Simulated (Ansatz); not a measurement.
Ansatz results at the PBE0-D4/def2-TZVP geometry: HOMO energy (B3LYP/def2-TZVPP) -7.40 eV; LUMO energy (ωB97M-V/def2-TZVPP) 0.38 eV; size of the dipole moment (PBE/def2-TZVPP) 3.22 D.

Question: Which molecule gave them?
A. `N#C[SiH]1CS1`
B. `[BH]1C=[CH][GeH2]1`
C. `[CH2]1[AlH][Zn]1`
D. `F[CH2][Al]([SiH3])[SiH3]`

Answer: A. The others give `F[CH2][Al]([SiH3])[SiH3]`: -7.15, -0.63, 1.23; `[BH]1C=[CH][GeH2]1`: -7.30, 0.28, 1.02; `[CH2]1[AlH][Zn]1`: -5.30, -0.78, 0.56.

B3LYP here is the variant with VWN-RPA as its local correlation; programs differ in this.
